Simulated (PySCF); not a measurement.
S4, SMILES S1SSS1.

Geometry optimised at B3LYP-D3(BJ)/def2-SVP.

Computed with PySCF with M06-2X/def2-TZVPD.

```
Item                                                                                                            Value
---------------------------------------------------------------------------------------------  ----------------------
total energy                                                                                      -1592.71811 hartree
point group                                                                                                       D2d
highest occupied level                                                                                       -7.50 eV
lowest empty level                                                                                           -2.27 eV
orbital gap                                                                                                   5.22 eV
dipole moment                                                                                                  0.00 D
quadrupole, principal values (traceless, Buckingham form, about the centre of nuclear charge)   -6.24, 3.12, 3.12 D·Å
mean static polarisability                                                                      80.8 bohr³ (11.97 Å³)
polarisability, principal values                                                               62.1, 90.1, 90.1 bohr³
```
